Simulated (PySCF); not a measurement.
Point-charge models of `C=N[SiH2][SiH2]OC` against its computed dipole.

Coordinates (GFN2-xTB, Å) and charges (e) from the PBE0/pcSseg-1 density (PySCF):

```json
{"atom": "C1", "x": "3.431", "y": "-0.381", "z": "-0.260", "Mulliken": "+0.0584", "IAO": "-0.0809", "Hirshfeld": "+0.0265", "ESP-fitted": "+0.3128"}
{"atom": "N2", "x": "2.326", "y": "-0.198", "z": "-0.808", "Mulliken": "-0.5630", "IAO": "-0.5165", "Hirshfeld": "-0.2334", "ESP-fitted": "-0.5803"}
{"atom": "Si3", "x": "0.876", "y": "0.619", "z": "-0.389", "Mulliken": "+0.3985", "IAO": "+0.5522", "Hirshfeld": "+0.2653", "ESP-fitted": "+0.4775"}
{"atom": "Si4", "x": "-0.689", "y": "-1.057", "z": "-0.153", "Mulliken": "+0.5903", "IAO": "+0.7341", "Hirshfeld": "+0.3142", "ESP-fitted": "+0.2956"}
{"atom": "O5", "x": "-2.026", "y": "-0.479", "z": "0.576", "Mulliken": "-0.6319", "IAO": "-0.6395", "Hirshfeld": "-0.2322", "ESP-fitted": "-0.3426"}
{"atom": "C6", "x": "-2.835", "y": "0.587", "z": "0.198", "Mulliken": "-0.0105", "IAO": "-0.1951", "Hirshfeld": "-0.0339", "ESP-fitted": "-0.1322"}
{"atom": "H7", "x": "3.726", "y": "0.037", "z": "0.707", "Mulliken": "+0.0947", "IAO": "+0.1071", "Hirshfeld": "+0.0437", "ESP-fitted": "+0.0101"}
{"atom": "H8", "x": "4.179", "y": "-0.997", "z": "-0.756", "Mulliken": "+0.1156", "IAO": "+0.1412", "Hirshfeld": "+0.0493", "ESP-fitted": "+0.0166"}
{"atom": "H9", "x": "0.960", "y": "1.547", "z": "0.761", "Mulliken": "-0.1000", "IAO": "-0.1434", "Hirshfeld": "-0.0896", "ESP-fitted": "-0.1155"}
{"atom": "H10", "x": "0.699", "y": "1.480", "z": "-1.569", "Mulliken": "-0.0701", "IAO": "-0.1086", "Hirshfeld": "-0.0794", "ESP-fitted": "-0.0995"}
{"atom": "H11", "x": "-1.060", "y": "-1.642", "z": "-1.453", "Mulliken": "-0.1017", "IAO": "-0.1423", "Hirshfeld": "-0.0841", "ESP-fitted": "-0.0713"}
{"atom": "H12", "x": "-0.417", "y": "-2.125", "z": "0.804", "Mulliken": "-0.0970", "IAO": "-0.1120", "Hirshfeld": "-0.0751", "ESP-fitted": "-0.0559"}
{"atom": "H13", "x": "-3.617", "y": "0.704", "z": "0.950", "Mulliken": "+0.1202", "IAO": "+0.1546", "Hirshfeld": "+0.0500", "ESP-fitted": "+0.1113"}
{"atom": "H14", "x": "-3.300", "y": "0.397", "z": "-0.773", "Mulliken": "+0.0987", "IAO": "+0.1283", "Hirshfeld": "+0.0405", "ESP-fitted": "+0.1021"}
{"atom": "H15", "x": "-2.258", "y": "1.515", "z": "0.132", "Mulliken": "+0.0977", "IAO": "+0.1208", "Hirshfeld": "+0.0379", "ESP-fitted": "+0.0712"}
```

**Question.** Form Σ q r in debye for every column and set it beside the full dipole.

**Answer.** The full density gives (0.63, 0.86, 0.42) D, 1.15 D in size; dipole vectors point from the negative to the positive end.

| scheme | μx | μy | μz | size (D) | share of the full size (%) | angle to the full dipole (°) |
| --- | --- | --- | --- | --- | --- | --- |
| Mulliken | 0.01 | 1.36 | -0.18 | 1.37 | 119 | 46 |
| IAO | 0.32 | 0.89 | -0.41 | 1.03 | 90 | 48 |
| Hirshfeld | 0.38 | 0.30 | 0.11 | 0.49 | 43 | 17 |
| ESP-fitted | 0.64 | 0.89 | 0.43 | 1.18 | 103 | 1 |

**Question.** Which set comes closest?

**Answer.** Length of the difference vector: ESP-fitted 0.03 D, Hirshfeld 0.69 D, IAO 0.89 D, Mulliken 1.00 D. Closest: ESP-fitted. 

**Question.** What is left for the Hirshfeld atoms' own dipoles?

**Answer.** The shares of the density sum to the whole, so what Σ q r misses lies in dipoles about the nuclei. The atomic dipoles sum to (0.63, 0.86, 0.42) − (0.38, 0.30, 0.11) = (0.25, 0.56, 0.31) D, 0.69 D in size.

**Question.** With the origin at the mean of the coordinates, (0.000, 0.001, -0.136) Å, which are the largest single terms, by size, of the ESP-fitted dipole along the direction of the full one?

**Answer.** N2 -2.48, C1 +2.34, O5 +2.01, Si3 +1.96, Si4 -1.68 D; all 15 atoms together +1.18 D. The single terms depend on the origin, their sum doesn't.

**Question.** Give the size of the full dipole in other units.

**Answer.** 1.15 D = 0.452 au = 0.239 e·Å = 3.83 × 10⁻³⁰ C·m.

Geometry: GFN2-xTB, one conformer, isolated molecule.

The values belong to the conformer `[CH2:1]=[N:2][SiH2:3][SiH2:4][O:5][CH3:6]`: C1–N2–Si3–Si4 -113°, N2–Si3–Si4–O5 167°, Si3–Si4–O5–C6 56°.
